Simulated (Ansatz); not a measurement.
Cartesian coordinates in Å:
```
O 1.760 0.673 -0.559
C 0.789 -0.314 -0.206
C -0.051 0.194 0.990
N -1.430 0.162 0.478
Al -0.976 -0.376 -1.136
H 2.199 0.383 -1.361
H 1.286 -1.255 0.054
H 0.075 -0.442 1.875
H 0.286 1.206 1.243
H -2.171 0.427 1.104
H -1.766 -0.656 -2.482
```

Charge 0, multiplicity 1.

Task: List the r2SCAN/def2-TZVPP orbital energies in eV (the Gaussian-basis code of Ansatz). (Estimate.)

Result: Ansatz gave: Occupied: -1516.44, -515.54, -384.52, -273.68, -273.61, -110.00, -70.33, -70.14, -70.09, -26.55, -22.54, -18.01, -14.80, -13.11, -12.63, -10.24, -9.97, -9.49, -9.14, -8.27, -7.25, -5.68, -5.21. Lowest empty: -1.10, -0.17, 0.36, 1.56, 1.90, 2.53, 2.96, 3.14.
